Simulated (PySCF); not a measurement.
## Eu³⁺: ionisation energy

Eu³⁺ [Xe] 4f6 [4f5/2^6, M_J = 0] → Eu⁴⁺ [Xe] 4f5 [4f5/2^5, M_J = 5/2], as a difference of total energies. Calculation: PySCF 2.14, in x2c-QZVPPall-2c; the two-component X2C-1e Hamiltonian. Correlated levels: [Ar] 3d10 frozen; the 34 highest virtual spinors dropped. "Screened" scales the spin-orbit matrix elements by Boettger's factors to mimic the two-electron term; Breit and QED terms are absent.

```tsv
method	ionisation energy (eV)
GHF (spin-free)	40.888
GMP2 (spin-free)	43.183
GHF (screened spin-orbit)	40.587
GMP2 (screened spin-orbit)	42.889
```

Task: How much does correlation contribute at GMP2 (screened spin-orbit)?

Result: 42.889 − (40.587) = 2.302 eV, measured against GHF (screened spin-orbit).

The spin-free rows relax to the high-spin LS determinant and lack the spin-orbit shift.

The labels give the starting determinants; with spin-orbit coupling the two ends relaxed to ⟨J²⟩ = 5.44, ⟨L²⟩ = 11.88, ⟨S²⟩ = 11.87 and ⟨J²⟩ = 12.99, ⟨L²⟩ = 29.75, ⟨S²⟩ = 8.65.

The determinant of Eu³⁺ and of Eu⁴⁺ mixes levels of different J (the jj label is only the starting occupation), so the difference between spin-free and spin-orbit rows is not the physical spin-orbit shift.

For comparison: 42.94 ± 0.11 eV (semi-empirical (NIST evaluation); NIST Atomic Spectra Database, ionization energies).
